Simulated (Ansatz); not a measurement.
Species: CH₆OSi, charge 0, singlet. CH6OSi (SMILES [SiH3]OC).
B3LYP-D3(BJ)/def2-TZVP minimum from Ansatz (a first-principles code):
```xyz
9

Si     1.0256    -0.2397     0.1270
O     -0.4479    -0.0159    -0.5702
C     -1.5842     0.4490     0.1401
H      1.9238    -0.7253    -0.9386
H      1.5416     1.0315     0.6973
H      0.9463    -1.2342     1.2280
H     -1.4106     1.4452     0.5600
H     -2.4195     0.5051    -0.5574
H     -1.8517    -0.2336     0.9533
```
Charge 0, spin multiplicity 1.

Atomisation energy term by term, kcal/mol (programs: Ansatz). UHF or UKS for unpaired electrons; spin-orbit terms are left out. Cores are frozen in correlated methods. Rows without X2C or -DK are non-relativistic. CBS(X,Y): correlation extrapolated as X^-3, Hartree-Fock from the larger set. A bracket is a step between two methods taken in the basis named. '+ core + X2C': CCSD(T) terms for core correlation (cc-pwCVTZ, 1s frozen past Ne) and scalar relativity (cc-pVTZ-DK). For partners of very few electrons the exact lower level stands in for a higher one.

| term | basis | kcal/mol |
|---|---|---|
| Hartree-Fock | cc-pV(Q+d)Z | 556.75 |
| CCSD correlation | CBS(cc-pV(T+d)Z,cc-pV(Q+d)Z) | 179.53 |
| (T) | CBS(cc-pV(T+d)Z,cc-pV(Q+d)Z) | 8.60 |
| CCSDT(Q) - CCSD(T) | cc-pV(D+d)Z | 0.45 |
| core correlation | cc-pwCVTZ | 1.22 |
| scalar relativity | X2C, cc-pVTZ-DK | -1.21 |
| sum: De |  | 745.3 |
